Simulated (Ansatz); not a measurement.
CH2Cl (SMILES [CH2]Cl) moved off its minimum; all values from Ansatz (a quantum-chemistry and plane-wave program), cores frozen in correlated methods. Open shells are unrestricted.
(charge 0, multiplicity 2)
```xyz
4

C     -1.11923    -0.03392    -0.00518
Cl     0.58534    -0.01246    -0.00236
H     -1.58019     0.94242     0.00427
H     -1.59041    -0.97912     0.02853
```

Forces at MP2/aug-cc-pV(T+d)Z (eV/Å):

```tsv
atom	Fx	Fy	Fz
C1	0.825	0.954	-0.027
Cl2	-0.262	-0.101	-0.001
H3	-0.156	-0.374	0.004
H4	-0.407	-0.479	0.025
```

Problem. Give the forces (eV/Å), the total energy and the dipole at CCSD(T)/aug-cc-pV(T+d)Z.

Solution. 
```
atom      Fx      Fy      Fz
----  ------  ------  ------
C1     0.677   0.933  -0.028
Cl2    0.018  -0.095  -0.002
H3    -0.222  -0.244   0.003
H4    -0.472  -0.594   0.027
```
Energy -498.9078 hartree, dipole 1.11 D.
